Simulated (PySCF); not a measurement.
Si(F)2(H)(NCO) (CHF2NOSi), SMILES O=C=N[SiH](F)F.

Coordinates come from a PBE-D3(BJ)/def2-SVP optimisation. One conformer was computed; it need not be the lowest.

Computed with PBE-D3(BJ)/def2-SVP (PySCF).

Frequencies are harmonic and unscaled.

**Question.** List the normal modes with their intensities. (The exact figures need the calculation; the answer reports its results.)

**Answer.** 
```csv
mode,ν (cm⁻¹),IR (km/mol),moving atoms (share of kinetic energy)
1,46,0.0,"F 38 %, N 32 %, O 28 %"
2,50,0.5,"N 53 %, O 25 %, F 16 %"
3,270,14.5,"F 71 %, N 12 %"
4,275,8.0,"F 43 %, N 39 %, Si 11 %"
5,373,49.0,"F 45 %, Si 34 %, N 13 %"
6,583,30.2,"C 72 %, O 15 %, N 12 %"
7,587,27.3,"C 72 %, O 15 %, N 13 %"
8,609,107.6,"Si 47 %, O 24 %, C 11 %"
9,802,67.2,"H 74 %, F 21 %"
10,804,17.8,"H 86 %, F 14 %"
11,882,304.1,"F 42 %, Si 41 %, H 14 %"
12,964,202.1,"Si 50 %, F 43 %"
13,1504,66.0,"N 58 %, O 38 %"
14,2292,101.3,H 96 %
15,2418,1199.1,"C 69 %, N 19 %, O 12 %"
```
